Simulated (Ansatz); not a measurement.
A run for Ansatz (a program for electronic structure): R-r2SCAN/def2-TZVPP on C3F8 (SMILES FC(F)(F)C(F)(F)C(F)(F)F).

Ansatz 0.2 input:
```yaml
crystal:
  periodic: [false, false, false]
  atoms:
    - {symbol: F, position_ang: [1.12149289, 1.19482569, -1.17845863]}
    - {symbol: C, position_ang: [1.28023373, 0.31185384, -0.19404509]}
    - {symbol: F, position_ang: [1.49888704, 0.96665678, 0.94496002]}
    - {symbol: F, position_ang: [2.33505263, -0.45254493, -0.46365491]}
    - {symbol: C, position_ang: [0.02277759, -0.58717571, -0.06716266]}
    - {symbol: F, position_ang: [0.24358781, -1.47458274, 0.91830631]}
    - {symbol: F, position_ang: [-0.13811299, -1.24378811, -1.22921786]}
    - {symbol: C, position_ang: [-1.29861025, 0.16120515, 0.24812969]}
    - {symbol: F, position_ang: [-1.57667282, 1.03723492, -0.71580082]}
    - {symbol: F, position_ang: [-2.28946282, -0.72269024, 0.32923369]}
    - {symbol: F, position_ang: [-1.19927279, 0.80900536, 1.40761026]}
basis:
  gaussian:
    orbitals: def2-TZVPP
hamiltonian:
  xc: {name: r2SCAN}
scf: {lower_state_search: off}
```

Q: What total energy does the run end on?

A: -913.0995 hartree.

Q: How many basis functions does it have, and what does it roughly cost on one machine?

A: 341 functions; around 8 core-seconds (rough).
